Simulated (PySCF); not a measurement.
CHF₂O₃S, SMILES [C](S(=O)(=O)O)(F)F, multiplicity 2. Atoms are numbered in the order given.

```xyz
8

O     -1.3311     0.0993    -1.2764
S     -0.7071     0.0793     0.0382
O     -1.2832    -0.5202     1.2217
O     -0.3079     1.6209     0.4358
C      0.9277    -0.6837    -0.1836
F      1.6296    -0.8365     0.9178
F      1.6436    -0.1540    -1.1591
H     -0.3335     2.1479    -0.3867
```
Charge 0, spin multiplicity 2.

Coordinates come from a TPSSh-D3(BJ)/def2-SVP optimisation. The isomer is the one that the SMILES or the coordinates give; other isomers of the formula were not compared. One conformer was computed; it need not be the lowest.

These are PBE/pcH-1 in PySCF values and carry that method's errors.

Unrestricted Kohn–Sham, ⟨S²⟩ = 0.752. Hyperfine tensors hold the contact and dipolar terms, without spin-orbit corrections.

Computed hyperfine couplings:
```
nucleus    A(iso) (MHz)  A(iso) (G)  dipolar principal values (MHz)
---------  ------------  ----------  ------------------------------
17O no. 1           0.1         0.0                  -4.0, 0.9, 3.1
33S no. 2          58.8        21.0                -5.9, -4.7, 10.6
17O no. 3          -0.2        -0.1                  -6.2, 2.0, 4.2
17O no. 4         -14.1        -5.0               -21.0, 10.2, 10.8
13C no. 5         412.8       147.3             -68.2, -67.2, 135.4
19F no. 6         175.9        62.8           -242.2, -228.9, 471.1
19F no. 7         176.6        63.0           -231.5, -217.6, 449.1
1H no. 8           -2.6        -0.9                 -6.2, -0.4, 6.6
```
